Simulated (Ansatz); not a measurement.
Ansatz (a quantum-chemistry and plane-wave program) job for C4H3Cl2F, SMILES C#C[C@H](F)C(Cl)Cl, B3LYP-D3(BJ)/def2-SVP. 

Ansatz 0.2 input:
```yaml
crystal:
  periodic: [false, false, false]
  atoms:
    - {symbol: C, position_ang: [2.66040667, -0.16919581, -0.18448906]}
    - {symbol: C, position_ang: [1.55648667, -0.62651858, -0.13678389]}
    - {symbol: C, position_ang: [0.20773933, -1.16201961, -0.12360937]}
    - {symbol: F, position_ang: [-0.08237667, -1.78312141, -1.32088375]}
    - {symbol: C, position_ang: [-0.84232263, -0.06850067, 0.11137829]}
    - {symbol: Cl, position_ang: [-0.60098025, 1.29776122, -0.99843648]}
    - {symbol: Cl, position_ang: [-0.73104133, 0.48891187, 1.79227014]}
    - {symbol: H, position_ang: [3.63185495, 0.22666892, -0.20512994]}
    - {symbol: H, position_ang: [0.10826792, -1.93365195, 0.65483378]}
    - {symbol: H, position_ang: [-1.84822626, -0.46095850, -0.05589825]}
basis:
  gaussian:
    orbitals: def2-SVP
hamiltonian:
  xc: b3lyp
  dispersion: d3bj
relax: {f_tol: 0.002, max_steps: 200}
```

Program output:

```
WARN ansatz: RAYON_NUM_THREADS=1 ignored (pool sized by the plan → 1); use --threads N
Functional definition: B3LYP
integrals: 0.08 GiB planned
1311 factors; integrals over basis functions are off by at most 3.3e-4 eV
mean field: 0.66 GiB planned
mean field evaluation 1: about -31940.0519 eV, gradient 3.9e1 eV
mean field evaluation 2: about -31940.5865 eV, gradient 3.7e1 eV
mean field evaluation 4: about -31944.0060 eV, gradient 3.3e0 eV
mean field evaluation 8: about -31944.0777 eV, gradient 6.0e-2 eV
mean field evaluation 16: about -31944.0777 eV, gradient 8.3e-5 eV
mean field -31944.07768312 eV, -1173.9232023811 hartree, gradient 8.3e-5 eV, S^2 0.000000; 0 other end points of the search recorded, 0 dependent functions left out
the calculation of the forces begins
reference -31944.07792329 eV, -1173.9232112073 hartree; 35, 35 occupied and 86, 86 virtual orbitals, 1311 factors
relax step   1: F+E_penalty+E_count = -31944.59768512 eV  Δ(F+E_penalty+E_count) = +0.000e0 eV  max|allowed force component| = 9.750e-1 eV/Å  Δτ_max = 0.0000 Å  (27 SCF iters, accepted)
these checks for a lower state are left out or cut short: starts, cluster_reference, orbital_swaps, neighbouring_geometries, increment
integrals: 0.08 GiB planned
1311 factors; integrals over basis functions are off by at most 3.4e-4 eV
mean field: 0.66 GiB planned
mean field -31944.14404698 eV, -1173.9256412081 hartree, gradient 2.6e-5 eV, S^2 0.000000; 0 other end points of the search recorded, 0 dependent functions left out
the calculation of the forces begins
reference -31944.14428909 eV, -1173.9256501055 hartree; 35, 35 occupied and 86, 86 virtual orbitals, 1311 factors
relax step   2: F+E_penalty+E_count = -31944.65411280 eV  Δ(F+E_penalty+E_count) = -5.643e-2 eV  max|allowed force component| = 2.632e-1 eV/Å  Δτ_max = 0.1515 Å  (31 SCF iters, accepted)
these checks for a lower state are left out or cut short: starts, cluster_reference, orbital_swaps, neighbouring_geometries, increment
integrals: 0.08 GiB planned
1311 factors; integrals over basis functions are off by at most 3.4e-4 eV
mean field: 0.66 GiB planned
mean field -31944.14757015 eV, -1173.9257706821 hartree, gradient 8.6e-6 eV, S^2 0.000000; 0 other end points of the search recorded, 0 dependent functions left out
the calculation of the forces begins
reference -31944.14781257 eV, -1173.9257795907 hartree; 35, 35 occupied and 86, 86 virtual orbitals, 1311 factors
relax step   3: F+E_penalty+E_count = -31944.65825675 eV  Δ(F+E_penalty+E_count) = -4.144e-3 eV  max|allowed force component| = 1.176e-1 eV/Å  Δτ_max = 0.0320 Å  (33 SCF iters, accepted)
these checks for a lower state are left out or cut short: starts, cluster_reference, orbital_swaps, neighbouring_geometries, increment
integrals: 0.08 GiB planned
1311 factors; integrals over basis functions are off by at most 3.4e-4 eV
mean field: 0.66 GiB planned
mean field evaluation 32: about -31944.1041 eV, gradient 7.0e-3 eV
mean field -31944.14869864 eV, -1173.9258121534 hartree, gradient 8.7e-6 eV, S^2 0.000000; 0 other end points of the search recorded, 0 dependent functions left out
the calculation of the forces begins
reference -31944.14894134 eV, -1173.9258210723 hartree; 35, 35 occupied and 86, 86 virtual orbitals, 1311 factors
relax step   4: F+E_penalty+E_count = -31944.65941443 eV  Δ(F+E_penalty+E_count) = -1.158e-3 eV  max|allowed force component| = 7.033e-2 eV/Å  Δτ_max = 0.0237 Å  (33 SCF iters, accepted)
these checks for a lower state are left out or cut short: starts, cluster_reference, orbital_swaps, neighbouring_geometries, increment
integrals: 0.08 GiB planned
1311 factors; integrals over basis functions are off by at most 3.4e-4 eV
mean field: 0.66 GiB planned
mean field -31944.14923842 eV, -1173.9258319900 hartree, gradient 8.8e-6 eV, S^2 0.000000; 0 other end points of the search recorded, 0 dependent functions left out
the calculation of the forces begins
reference -31944.14948127 eV, -1173.9258409144 hartree; 35, 35 occupied and 86, 86 virtual orbitals, 1311 factors
relax step   5: F+E_penalty+E_count = -31944.66004841 eV  Δ(F+E_penalty+E_count) = -6.340e-4 eV  max|allowed force component| = 5.502e-2 eV/Å  Δτ_max = 0.0192 Å  (33 SCF iters, accepted)
these checks for a lower state are left out or cut short: starts, cluster_reference, orbital_swaps, neighbouring_geometries, increment
integrals: 0.08 GiB planned
1311 factors; integrals over basis functions are off by at most 3.4e-4 eV
mean field: 0.66 GiB planned
mean field -31944.14965736 eV, -1173.9258473856 hartree, gradient 8.8e-6 eV, S^2 0.000000; 0 other end points of the search recorded, 0 dependent functions left out
the calculation of the forces begins
reference -31944.14990032 eV, -1173.9258563142 hartree; 35, 35 occupied and 86, 86 virtual orbitals, 1311 factors
relax step   6: F+E_penalty+E_count = -31944.66037038 eV  Δ(F+E_penalty+E_count) = -3.220e-4 eV  max|allowed force component| = 3.614e-2 eV/Å  Δτ_max = 0.0081 Å  (34 SCF iters, accepted)
these checks for a lower state are left out or cut short: starts, cluster_reference, orbital_swaps, neighbouring_geometries, increment
integrals: 0.08 GiB planned
1311 factors; integrals over basis functions are off by at most 3.4e-4 eV
mean field: 0.66 GiB planned
mean field -31944.14996259 eV, -1173.9258586027 hartree, gradient 8.8e-6 eV, S^2 0.000000; 0 other end points of the search recorded, 0 dependent functions left out
the calculation of the forces begins
reference -31944.15020552 eV, -1173.9258675301 hartree; 35, 35 occupied and 86, 86 virtual orbitals, 1311 factors
relax step   7: F+E_penalty+E_count = -31944.66058951 eV  Δ(F+E_penalty+E_count) = -2.191e-4 eV  max|allowed force component| = 1.820e-2 eV/Å  Δτ_max = 0.0074 Å  (34 SCF iters, accepted)
these checks for a lower state are left out or cut short: starts, cluster_reference, orbital_swaps, neighbouring_geometries, increment
integrals: 0.08 GiB planned
1311 factors; integrals over basis functions are off by at most 3.4e-4 eV
mean field: 0.66 GiB planned
mean field evaluation 64: about -31944.1502 eV, gradient 2.3e-5 eV
mean field -31944.15018311 eV, -1173.9258667066 hartree, gradient 2.3e-5 eV, S^2 0.000000; 0 other end points of the search recorded, 0 dependent functions left out
the calculation of the forces begins
reference -31944.15042604 eV, -1173.9258756343 hartree; 35, 35 occupied and 86, 86 virtual orbitals, 1311 factors
relax step   8: F+E_penalty+E_count = -31944.66063933 eV  Δ(F+E_penalty+E_count) = -4.982e-5 eV  max|allowed force component| = 9.703e-3 eV/Å  Δτ_max = 0.0043 Å  (25 SCF iters, accepted)
these checks for a lower state are left out or cut short: starts, cluster_reference, orbital_swaps, neighbouring_geometries, increment
integrals: 0.08 GiB planned
1311 factors; integrals over basis functions are off by at most 3.4e-4 eV
mean field: 0.66 GiB planned
mean field -31944.15017294 eV, -1173.9258663329 hartree, gradient 7.5e-5 eV, S^2 0.000000; 0 other end points of the search recorded, 0 dependent functions left out
the calculation of the forces begins
reference -31944.15041586 eV, -1173.9258752599 hartree; 35, 35 occupied and 86, 86 virtual orbitals, 1311 factors
relax step   9: F+E_penalty+E_count = -31944.66065160 eV  Δ(F+E_penalty+E_count) = -1.227e-5 eV  max|allowed force component| = 7.372e-3 eV/Å  Δτ_max = 0.0025 Å  (22 SCF iters, accepted)
these checks for a lower state are left out or cut short: starts, cluster_reference, orbital_swaps, neighbouring_geometries, increment
integrals: 0.08 GiB planned
1311 factors; integrals over basis functions are off by at most 3.4e-4 eV
mean field: 0.66 GiB planned
mean field -31944.15010303 eV, -1173.9258637636 hartree, gradient 3.4e-5 eV, S^2 0.000000; 0 other end points of the search recorded, 0 dependent functions left out
the calculation of the forces begins
reference -31944.15034594 eV, -1173.9258726906 hartree; 35, 35 occupied and 86, 86 virtual orbitals, 1311 factors
relax step  10: F+E_penalty+E_count = -31944.66065631 eV  Δ(F+E_penalty+E_count) = -4.705e-6 eV  max|allowed force component| = 4.789e-3 eV/Å  Δτ_max = 0.0011 Å  (22 SCF iters, accepted)
these checks for a lower state are left out or cut short: starts, cluster_reference, orbital_swaps, neighbouring_geometries, increment
integrals: 0.08 GiB planned
1311 factors; integrals over basis functions are off by at most 3.4e-4 eV
mean field: 0.66 GiB planned
mean field -31944.15015231 eV, -1173.9258655747 hartree, gradient 2.0e-5 eV, S^2 0.000000; 0 other end points of the search recorded, 0 dependent functions left out
the calculation of the forces begins
reference -31944.15039523 eV, -1173.9258745018 hartree; 35, 35 occupied and 86, 86 virtual orbitals, 1311 factors
relax step  11: F+E_penalty+E_count = -31944.66065801 eV  Δ(F+E_penalty+E_count) = -1.706e-6 eV  max|allowed force component| = 8.703e-4 eV/Å  Δτ_max = 0.0007 Å  (21 SCF iters, accepted)
integrals: 0.08 GiB planned
1311 factors; integrals over basis functions are off by at most 3.4e-4 eV
mean field: 0.66 GiB planned
mean field -31944.15015231 eV, -1173.9258655747 hartree, gradient 2.0e-5 eV, S^2 0.000000; 1 other end points of the search recorded, 0 dependent functions left out
the calculation of the forces begins
reference -31944.15039523 eV, -1173.9258745018 hartree; 35, 35 occupied and 86, 86 virtual orbitals, 1311 factors
Total energy: -31944.66090093 eV, -1173.9446352403 hartree
Atom 0 at     2.716891    -0.206448    -0.136963 Å, force     0.000870    -0.000776     0.000749 eV/Å
Atom 1 at     1.580144    -0.616765    -0.155304 Å, force    -0.000761     0.000658    -0.000106 eV/Å
Atom 2 at     0.211662    -1.129173    -0.161351 Å, force    -0.000293    -0.000303     0.000560 eV/Å
Atom 3 at    -0.092814    -1.712410    -1.376066 Å, force    -0.000092    -0.000015    -0.000371 eV/Å
Atom 4 at    -0.857979    -0.061928     0.116908 Å, force    -0.000422     0.000373    -0.000856 eV/Å
Atom 5 at    -0.795869     1.257858    -1.079119 Å, force     0.000352     0.000299     0.000021 eV/Å
Atom 6 at    -0.680505     0.538242     1.792842 Å, force     0.000460     0.000020     0.000200 eV/Å
Atom 7 at     3.724862     0.164670    -0.124948 Å, force    -0.000555     0.000424    -0.000449 eV/Å
Atom 8 at     0.102148    -1.901098     0.621737 Å, force    -0.000095     0.000084     0.000068 eV/Å
Atom 9 at    -1.848732    -0.523573     0.035516 Å, force     0.000536    -0.000765     0.000184 eV/Å
Dipole moment:     0.065790    -0.130128     0.213915 e Å
```

Self-consistency was reached.

Cost: around 110 core-seconds (rough).
